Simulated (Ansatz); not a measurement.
`B[Se][GeH3]` and `B[Se]C` differ in one atom or group.

Ansatz, PBE0-D4/def2-TZVP geometries, multiplicity 1. 

Scalar relativity is left out up to krypton. Spin–orbit coupling is left out; it splits and shifts lone-pair levels of the heavy atoms by tenths of an eV.

| property | `B[Se][GeH3]` |
| --- | --- |
| size of the dipole moment (B3LYP/def2-TZVPP) / D | 1.21 |
| LUMO energy (B3LYP/def2-TZVPP) / eV | -1.71 |
| HOMO energy (ωB97M-V/def2-TZVPP) / eV | -9.78 |
| HOMO energy (B3LYP/def2-TZVPP) / eV | -7.45 |
| HOMO–LUMO gap (PBE/def2-TZVPP) / eV | 4.23 |
| LUMO energy (PBE/def2-TZVPP) / eV | -2.44 |

Task: What does the change do to each property? (Best estimate.)

Result: Computed: 
```csv
property,`B[Se]C`,shift
size of the dipole moment (B3LYP/def2-TZVPP) / D,1.59,0.38
LUMO energy (B3LYP/def2-TZVPP) / eV,-1.41,0.30
HOMO energy (ωB97M-V/def2-TZVPP) / eV,-9.55,0.23
HOMO energy (B3LYP/def2-TZVPP) / eV,-7.19,0.26
HOMO–LUMO gap (PBE/def2-TZVPP) / eV,4.27,0.04
LUMO energy (PBE/def2-TZVPP) / eV,-2.12,0.32
```

Dipoles are sizes alone; their direction can turn.

Positive LUMOs are unbound, so they and the gaps depend on the basis.

B3LYP here is the variant with VWN-RPA as its local correlation; programs differ in this.
